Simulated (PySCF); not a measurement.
From one molecule to another.

First species: CH4OSSi.
Z-matrix (Å and degrees, PBE0-D3(BJ)/def2-SVP geometry), rows numbered from 1:
```
O 
C   1  1.2064
Si  2  1.9428  1  121.37
S   3  2.1258  2  103.01  1     0.10
H   2  1.1234  1  119.48  3  -179.97
H   3  1.4937  2  108.26  1  -121.48
H   3  1.4936  2  108.24  1   121.67
H   4  1.3640  3   87.88  2    -0.04
```

Second species: cis-PdH2(NH3)2 (singlet state).
SMILES: `[H][Pd]([H])(<-[NH3])<-[NH3]`

Levels: B3LYP/def2-SVPD for dipole moment, HOMO energy, LUMO energy, HOMO–LUMO gap and static isotropic polarisability; TDDFT B3LYP/def2-SVPD for lowest singlet excitation; TDA B3LYP/def2-SVPD for lowest triplet excitation (Tamm–Dancoff); ΔSCF B3LYP/def2-SVPD for vertical ionisation energy; PBE0-D3(BJ)/def2-SVP for rotational constant A and rotational constant C. Geometries: PBE0-D3(BJ)/def2-SVP. Each species is one conformer at its optimised geometry, gas phase (atoms past krypton carry core potentials, spin–orbit coupling is left out). Electronic properties by PySCF.

Dipoles, sizes and rotational constants follow the conformer. The torsions of the flexible species, by atom-mapped SMILES:
- `[O:1]=[CH:2][SiH2:3][SH:4]`: O1–C2–Si3–S4 0°, H–S4–Si3–C2 0°

Values for the first species:

```
Dipole moment                            : 2.35 D
HOMO energy                              : -7.35 eV
LUMO energy                              : -2.29 eV
HOMO–LUMO gap                            : 5.06 eV
Lowest singlet excitation                : 3.42 eV
Lowest triplet excitation (Tamm–Dancoff) : 2.76 eV
Static isotropic polarisability          : 65.2 au
Vertical ionisation energy               : 9.63 eV
Rotational constant A                    : 7.014 GHz
Rotational constant C                    : 2.252 GHz
```

Question: Estimate the same properties for the second species, and the change in each.

Answer: 
| property | first | second | second less first |
| --- | --- | --- | --- |
| dipole moment | 2.35 D | 6.67 D | +4.32 D |
| HOMO energy | -7.35 eV | -4.96 eV | +2.39 eV |
| LUMO energy | -2.29 eV | -0.54 eV | +1.75 eV |
| HOMO–LUMO gap | 5.06 eV | 4.42 eV | -0.64 eV |
| lowest singlet excitation | 3.42 eV | 3.68 eV | +0.26 eV |
| lowest triplet excitation (Tamm–Dancoff) | 2.76 eV | 3.28 eV | +0.52 eV |
| static isotropic polarisability | 65.2 au | 69.0 au | +3.8 au |
| vertical ionisation energy | 9.63 eV | 7.43 eV | -2.20 eV |
| rotational constant A | 7.014 GHz | 7.373 GHz | +0.359 GHz |
| rotational constant C | 2.252 GHz | 2.972 GHz | +0.720 GHz |

On the first: The vertical singlet–triplet gap S1 − T1 is 0.66 eV (TDDFT singlet less Tamm–Dancoff triplet; S1: HOMO−1→LUMO, weight 0.99; T1: HOMO−1→LUMO, weight 0.99). The dipole matches unit charges of opposite sign 0.49 Å apart (1 e·Å = 4.8032 D).

On the second: The ΔSCF ionisation energy exceeds −ε(HOMO) by 2.47 eV with B3LYP. The principal polarisabilities are 59.8, 70.2 and 77.0 au; their mean is the isotropic value. Atoms past krypton carry effective core potentials; spin–orbit coupling is left out.
